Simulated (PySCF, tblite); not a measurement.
Species: C7H9FO.
SMILES with atom numbers: `[O:1]=[C:2]1[C@H:3]2[CH2:4][CH2:5][C@:6]1([F:7])[CH2:8][CH2:9]2` (hydrogens: H10 on C3; H11, H12 on C4; H13, H14 on C5; H15, H16 on C8; H17, H18 on C9)

Computed geometry: GFN2-xTB, gas phase.

(1) What internal coordinates does the optimisation give?

## Answers

(1) 
```tsv
bond	length (Å)
O1=C2	1.191
C2–C3	1.518
C3–C4, C3–C9	1.536
C4–C5, C8–C9	1.546
C5–C6, C6–C8	1.532
C6–F7	1.369
C2–C6	1.529
C3–H10	1.087
C4–H11, C9–H17	1.090
C4–H12, C9–H18	1.090
C5–H13, C8–H16	1.090
C5–H14, C8–H15	1.090
```

Bonds in one row agree within 0.01 Å and their mean is given. A selection of angles:
```tsv
angle	degrees
O1–C2–C3	132.1
O1–C2–C6	132.1
C3–C2–C6	95.9
C2–C3–C4	100.1
C4–C3–C9	109.0
C3–C4–C5	104.0
C4–C5–C6	102.9
C5–C6–F7	113.5
C5–C6–C8	109.9
C2–C6–C5	100.6
C2–C6–F7	117.2
```

Torsions: O1–C2–C3–C4 124° (anticlinal); C2–C3–C4–C5 35° (synclinal); C3–C4–C5–C6 0° (synperiplanar); C4–C5–C6–F7 -161° (antiperiplanar); C5–C6–C8–C9 -71° (synclinal); C6–C8–C9–C3 0° (synperiplanar); O1–C2–C6–C5 -123° (anticlinal); C2–C3–C9–C8 -35° (synclinal).

The C–C distances run from 1.518 Å (C2–C3, drawn single) to 1.546 Å (C4–C5, drawn single), a spread of 0.028 Å. The 5-membered ring C2–C3–C9–C8–C6 has internal angles of 95.9° to 104.0° (sum 504°, against 540° for a flat polygon); it is puckered, 0.26 Å rms from its mean plane, widest ring torsion 56°. The 5-membered ring C2–C3–C4–C5–C6 has internal angles of 95.9° to 104.0° (sum 504°, against 540° for a flat polygon); it is puckered, 0.26 Å rms from its mean plane, widest ring torsion 56°. Of the pairs four or more bonds apart, H11···H17 is among the closest relative to their van der Waals radii: 2.40 Å, 100 % of the sum of Bondi's values.

Point group: Cs (every atom within 0.08 Å of its image). Its GFN2-xTB frequencies are all real (lowest 111 cm⁻¹). 2 starts were optimised and ended at 0.00 and 0.02 kcal/mol (GFN2-xTB); the lowest of these is shown.
